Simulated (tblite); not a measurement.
A geometry optimisation, step by step.

CH10N2OSi3.
SMILES with atom numbers: `[CH3:1][N:2]1[SiH2:3][SiH2:4][O:5][Si@@H:6]1[NH2:7]` (hydrogens: H8, H9, H10 on C1; H11, H12 on Si3; H13, H14 on Si4; H15 on Si6; H16, H17 on N7)

Computed with GFN2-xTB (tblite), gas phase: L-BFGS steps from a force-field or distance-geometry start until the largest atomic force falls under 0.01 eV/Å. 7 of its 166 geometries are shown.

Step 0: E = -611.0226 eV, largest atomic force 2.107 eV/Å
```
atom  x, y, z in Å  |  force x, y, z in eV/Å
C1     -0.954    1.533   -0.628   -0.961   1.563  -1.036
N2     -0.438    0.831    0.495    1.414  -0.853   0.491
Si3     1.313    1.129    0.771   -0.730  -0.014   0.102
Si4     2.055   -0.789   -0.106    0.298  -1.094   0.146
O5      0.663   -1.738   -0.066    0.442   1.466   0.266
Si6    -0.669   -0.910    0.491   -1.789  -0.937  -0.082
N7     -2.071   -1.418   -0.511    0.323  -1.498   1.018
H8     -0.994    0.929   -1.550    0.026   0.300   0.268
H9     -1.988    1.935   -0.449    0.580  -0.553   0.055
H10    -0.339    2.442   -0.812   -0.336  -0.517  -0.117
H11     1.818    2.251   -0.007   -0.166   0.401   0.122
H12     1.605    1.198    2.195   -0.225   0.300   0.228
H13     2.492   -0.648   -1.473    0.052  -0.328  -0.473
H14     3.106   -1.363    0.745   -0.190  -0.361  -0.181
H15    -0.987   -1.335    1.874    0.435   0.202  -0.225
H16    -2.843   -1.794    0.118    1.308   0.801  -1.211
H17    -1.778   -2.240   -1.097   -0.479   1.123   0.627
```

Step 28: E = -611.8718 eV, largest atomic force 0.161 eV/Å
```
atom  x, y, z in Å  |  force x, y, z in eV/Å
C1     -1.116    1.594   -0.613    0.070  -0.068   0.031
N2     -0.268    0.775    0.238    0.014  -0.060  -0.006
Si3     1.383    1.124    0.680   -0.002  -0.028  -0.117
Si4     2.226   -0.912   -0.037   -0.071   0.037  -0.054
O5      0.769   -1.682    0.078   -0.043   0.078  -0.025
Si6    -0.612   -0.911    0.496   -0.015   0.051   0.064
N7     -1.889   -1.406   -0.537    0.040  -0.011  -0.056
H8     -1.255    1.126   -1.590   -0.027  -0.071   0.003
H9     -2.104    1.720   -0.165    0.066   0.046   0.056
H10    -0.664    2.570   -0.781    0.015   0.027   0.158
H11     1.710    2.399    0.043    0.024   0.041  -0.006
H12     1.425    1.248    2.150    0.005   0.116  -0.002
H13     2.598   -1.014   -1.462    0.012  -0.077   0.126
H14     3.086   -1.761    0.790    0.007   0.047  -0.021
H15    -0.809   -1.160    1.927   -0.012   0.002  -0.054
H16    -2.801   -1.487   -0.123   -0.004  -0.010  -0.049
H17    -1.687   -2.211   -1.104   -0.078  -0.118  -0.048
```

Step 55: E = -612.1003 eV, largest atomic force 0.167 eV/Å
```
atom  x, y, z in Å  |  force x, y, z in eV/Å
C1     -1.235    1.672   -0.183    0.059  -0.080   0.068
N2     -0.196    0.692    0.054   -0.086   0.055  -0.048
Si3     1.468    1.148    0.325   -0.107  -0.058  -0.114
Si4     2.252   -1.004    0.114    0.054   0.006  -0.102
O5      0.798   -1.756    0.139   -0.003  -0.033   0.058
Si6    -0.617   -0.970    0.298    0.010  -0.030  -0.003
N7     -1.670   -1.568   -0.926   -0.098   0.012   0.060
H8     -1.709    1.518   -1.158    0.043  -0.061   0.058
H9     -2.005    1.593    0.588   -0.037   0.109  -0.020
H10    -0.810    2.673   -0.164   -0.060  -0.008   0.030
H11     1.745    2.195   -0.670    0.046   0.002   0.026
H12     1.572    1.758    1.669    0.034   0.054  -0.031
H13     2.841   -1.484   -1.141    0.051   0.039   0.058
H14     2.971   -1.536    1.271    0.042  -0.073   0.038
H15    -1.054   -1.207    1.678   -0.028   0.024   0.051
H16    -2.582   -1.139   -0.974    0.070  -0.038  -0.040
H17    -1.776   -2.572   -0.929    0.012   0.078  -0.090
```

Step 82: E = -612.1555 eV, largest atomic force 0.066 eV/Å
```
atom  x, y, z in Å  |  force x, y, z in eV/Å
C1     -1.289    1.650    0.081    0.015   0.003  -0.001
N2     -0.221    0.683    0.158    0.004  -0.021  -0.005
Si3     1.461    1.130    0.094   -0.012   0.000  -0.006
Si4     2.244   -1.028    0.243   -0.025   0.014  -0.019
O5      0.782   -1.771    0.293   -0.026  -0.027   0.006
Si6    -0.645   -0.991    0.304   -0.019  -0.037   0.019
N7     -1.534   -1.500   -1.080   -0.037   0.023   0.008
H8     -1.872    1.513   -0.833    0.012   0.036  -0.041
H9     -1.971    1.541    0.927    0.001   0.008   0.040
H10    -0.883    2.658    0.089   -0.016   0.039  -0.008
H11     1.700    1.882   -1.153   -0.002   0.009   0.000
H12     1.704    2.072    1.203    0.011   0.009   0.006
H13     2.914   -1.612   -0.922    0.008  -0.017   0.003
H14     2.903   -1.482    1.471    0.023   0.015   0.005
H15    -1.247   -1.236    1.618   -0.006  -0.024  -0.013
H16    -2.386   -1.008   -1.297    0.048  -0.039   0.024
H17    -1.671   -2.490   -1.204    0.020   0.008  -0.017
```

Step 110: E = -612.1627 eV, largest atomic force 0.060 eV/Å
```
atom  x, y, z in Å  |  force x, y, z in eV/Å
C1     -1.285    1.680    0.120    0.002  -0.007  -0.011
N2     -0.233    0.692    0.188    0.012  -0.019   0.002
Si3     1.450    1.120    0.052    0.009   0.009   0.001
Si4     2.221   -1.040    0.241   -0.013   0.038  -0.009
O5      0.756   -1.772    0.336    0.010   0.002  -0.003
Si6    -0.667   -0.983    0.315   -0.010  -0.027   0.009
N7     -1.505   -1.498   -1.099   -0.045  -0.003  -0.001
H8     -1.845    1.589   -0.815    0.001   0.018   0.017
H9     -1.986    1.552    0.949    0.002  -0.009  -0.016
H10    -0.865    2.682    0.174    0.000   0.002   0.001
H11     1.656    1.847   -1.216    0.003  -0.003   0.003
H12     1.741    2.083    1.134   -0.008  -0.003  -0.012
H13     2.884   -1.681   -0.898   -0.013   0.000  -0.008
H14     2.907   -1.428    1.477    0.003  -0.017   0.019
H15    -1.303   -1.249    1.606   -0.004   0.009   0.002
H16    -2.409   -1.095   -1.287    0.050  -0.032   0.009
H17    -1.523   -2.488   -1.289    0.001   0.043  -0.001
```

Step 138: E = -612.1648 eV, largest atomic force 0.014 eV/Å
```
atom  x, y, z in Å  |  force x, y, z in eV/Å
C1     -1.280    1.693    0.134    0.005  -0.003  -0.003
N2     -0.235    0.697    0.197    0.004   0.000   0.004
Si3     1.448    1.119    0.038   -0.005   0.005  -0.002
Si4     2.213   -1.039    0.246    0.002  -0.003  -0.006
O5      0.746   -1.765    0.361    0.002  -0.010   0.004
Si6    -0.677   -0.976    0.323    0.004   0.000  -0.001
N7     -1.499   -1.504   -1.095   -0.008   0.009  -0.004
H8     -1.795    1.664   -0.830    0.004   0.002  -0.002
H9     -2.020    1.518    0.918   -0.001  -0.005  -0.006
H10    -0.861    2.688    0.269    0.001  -0.006   0.006
H11     1.664    1.810   -1.248   -0.008   0.004  -0.002
H12     1.733    2.112    1.093    0.004  -0.002   0.000
H13     2.847   -1.682   -0.909    0.003   0.002   0.003
H14     2.913   -1.446    1.469   -0.009   0.006  -0.002
H15    -1.330   -1.230    1.608   -0.002   0.003   0.014
H16    -2.431   -1.163   -1.262    0.007   0.000  -0.004
H17    -1.444   -2.483   -1.321   -0.003  -0.001   0.001
```

Step 165: E = -612.1681 eV, largest atomic force 0.006 eV/Å
```
atom  x, y, z in Å  |  force x, y, z in eV/Å
C1     -1.275    1.689    0.139    0.001  -0.002   0.001
N2     -0.235    0.691    0.213    0.004  -0.003   0.004
Si3     1.442    1.116    0.003    0.000  -0.004   0.000
Si4     2.216   -1.038    0.241    0.000   0.001   0.000
O5      0.753   -1.768    0.377    0.001   0.002   0.000
Si6    -0.671   -0.982    0.343   -0.001  -0.001   0.001
N7     -1.498   -1.510   -1.073   -0.003  -0.001  -0.002
H8     -1.621    1.830   -0.890    0.000   0.002   0.001
H9     -2.131    1.389    0.745   -0.002  -0.001   0.000
H10    -0.907    2.646    0.507    0.001   0.003  -0.001
H11     1.618    1.783   -1.302    0.003   0.002   0.000
H12     1.744    2.131    1.031   -0.003  -0.003  -0.003
H13     2.849   -1.699   -0.904   -0.001   0.002   0.001
H14     2.921   -1.415    1.470   -0.001   0.003  -0.003
H15    -1.315   -1.230    1.633   -0.002   0.001   0.001
H16    -2.405   -1.123   -1.268    0.002   0.000   0.000
H17    -1.493   -2.497   -1.274    0.000   0.000   0.001
```

Task: Summarise the path.

Result: The energy falls by 26.42 kcal/mol from step 0 to step 165; nine tenths of that is first reached at step 48. It never rises by more than 0.2 meV. The largest force goes from 2.107 to 0.006 eV/Å. Among the bonds Si6–N7 changes most, from 1.796 to 1.722 Å; the atoms move by 1.007 Å rms after alignment.

The cost below is that of the whole relaxation. Hardware: an Intel Xeon 6975P-C with one thread, shared host with 192 logical CPUs at a one-minute load of 104. Cost: 1.1 s wall.
